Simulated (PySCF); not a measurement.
TaF₂ (quartet). Computed with UPBE0/[Ta def2-TZVP with ECP60, F def2-TZVP], scalar-relativistic core potentials, density fitting, no spin–orbit coupling, PySCF.

Harmonic bands of its minimum:

```
ω (cm⁻¹)  IR (km/mol, summed over degenerate members)  degeneracy
      42                                          7.7           2
     649                                          231           1
     677                                          0.0           1
```

Task: The central atom is Ta. Infer the point group and assign the bands.

Result: D∞h. The modes span πu + σu+ + σg+: 42 πu, 649 σu+, 677 σg+. The computed geometry has Ta–F 1.880 Å (×2); F–Ta–F 180.0°.

This need not be the most stable arrangement of these atoms. Other spin states or occupations of the open shell can lie lower. With an element this heavy the missing spin–orbit coupling can shift these numbers.
